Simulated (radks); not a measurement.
Results of a calculation; reference values are marked as such.
Coulomb parameter of the 4d shell of the molybdenum ion Mo+ in the model configuration [Kr] 4d4 5s1, as a second difference U = [E(n + 0.25) + E(n - 0.25) - 2 E(n)] / (0.25)^2 with all orbitals relaxed. "Bare": the charge of the atom changes with n. "Screened": the 5s shell takes up the change at fixed total charge, which measures U(4d,4d) + U(5s,5s) - 2 U(4d,5s). Level of theory: Dirac Kohn-Sham, LDA (Slater exchange, Perdew-Wang correlation), spin-unpolarised, spherical densities, point nucleus; open shells are shared between the two j in proportion to 2j + 1 (a radial shooting solver on a logarithmic mesh with Libxc functionals).

case                 configuration  E - E(n) (eV)
start                 [Kr] 4d4 5s1          0.000
bare +0.25         [Kr] 4d4.25 5s1         -2.932
bare -0.25         [Kr] 4d3.75 5s1          3.565
screened +0.25  [Kr] 4d4.25 5s0.75         -0.383
screened -0.25  [Kr] 4d3.75 5s1.25          0.465

U(bare) = 10.123 eV, U(screened by 5s) = 1.310 eV.
